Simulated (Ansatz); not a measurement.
Job for Ansatz (an electronic-structure program): R-CCSD(T)/cc-pV(D+d)Z on Cl2Si (SMILES Cl[Si]Cl). The basis file is the Basis Set Exchange's JSON of that set.

Ansatz 0.2 input:
```yaml
crystal:
  periodic: [false, false, false]
  atoms:
    - {symbol: Si, position_ang: [0.00000000, 0.00000000, -0.88562522]}
    - {symbol: Cl, position_ang: [1.63267727, -0.00000000, 0.44281261]}
    - {symbol: Cl, position_ang: [-1.63267727, -0.00000000, 0.44281261]}
basis:
  gaussian:
    orbitals: cc-pV_D+d_Z.json
magnetization: {spin_polarized: false}
correlation: {method: ccsd_t, electrons: outside_noble_gas}
scf: {lower_state_search: off}
```

It printed:

```
WARN ansatz: RAYON_NUM_THREADS=4 ignored (pool sized by the plan → 4); use --threads N
Functional definition: HF
these checks for a lower state are left out or cut short: stability, starts, cluster_reference, orbital_swaps, neighbouring_geometries, increment
integrals: 0.05 GiB planned
736 factors; integrals over basis functions are off by at most 7.1e-4 eV
mean field: 0.17 GiB planned
mean field evaluation 1: about -32870.4126 eV, gradient 1.7e1 eV
mean field evaluation 2: about -32870.5906 eV, gradient 1.7e1 eV
mean field evaluation 4: about -32871.6944 eV, gradient 1.4e0 eV
mean field evaluation 8: about -32871.7288 eV, gradient 1.5e-4 eV
mean field evaluation 16: about -32871.7289 eV, gradient 8.2e-7 eV
mean field -32871.72885206 eV, -1208.0137540553 hartree, gradient 8.2e-7 eV, S^2 0.000000; 0 other end points of the search recorded, 0 dependent functions left out
15 core orbitals not correlated
reference -32871.72885206 eV, -1208.0137540553 hartree; 9, 9 occupied and 45, 45 virtual orbitals, 736 factors
second order -9.54616029 eV of doubles, -0.00000000 eV of singles
coupled cluster: 0.14 GiB planned
cycle   1  -10.22213941 eV  change   -6.8e-1 eV  update   8.4e-2
cycle   2  -10.48738386 eV  change   -2.7e-1 eV  update   2.8e-2
cycle   3  -10.54710599 eV  change   -6.0e-2 eV  update   1.4e-2
cycle   4  -10.54236394 eV  change    4.7e-3 eV  update   3.8e-3
cycle   5  -10.54129744 eV  change    1.1e-3 eV  update   1.2e-3
cycle   6  -10.54128583 eV  change    1.2e-5 eV  update   4.0e-4
cycle   7  -10.54128057 eV  change    5.3e-6 eV  update   1.3e-4
cycle   8  -10.54130128 eV  change   -2.1e-5 eV  update   3.9e-5
cycle   9  -10.54129695 eV  change    4.3e-6 eV  update   1.3e-5
perturbative correction -0.30802637 eV, -0.0113197604 hartree
Total energy: -32882.57817539 eV, -1208.4124593336 hartree
Checks for a lower state left out: stability, starts, cluster_reference, orbital_swaps, neighbouring_geometries, increment
```

The calculation finished and met its thresholds.

Cost: very roughly 1.1 core-seconds.
